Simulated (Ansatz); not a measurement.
Calculated with Ansatz (gas phase, PBE0-D4/def2-TZVP geometries, no zero-point term in ΔE). CBS: MP2 limit from def2 TZ/QZ plus the TZ coupled-cluster correction, frozen cores. This one scheme is used for every species. Functionals use def2-TZVPP. One conformer a species, not always the lowest.

`N[SiH](S)Cl` → `NS` + `[SiH]Cl`  (silylene formation by 1,1-elimination)

CCSD(T)/CBS gives +4.46 eV.

(1) Another level gave +4.18 eV. Which?
A. MP2/def2-TZVPP
B. PBE/def2-TZVPP
C. BHLYP/def2-TZVPP
D. LC-ωPBE/def2-TZVPP

Largest T1 diagnostic among the species: 0.013.

Results:

(1) B. PBE 4.18, BHLYP 4.35, LC-ωPBE 4.58, MP2/def2-TZVPP 4.68 eV.

From r2SCAN to r2SCAN0 (25 % exact exchange), in def2-TZVPP and without D4, ΔE moves by +0.06 eV. At CCSD(T), def2-SVP lies −0.25 eV from the extrapolated value and def2-TZVPP −0.09 eV.
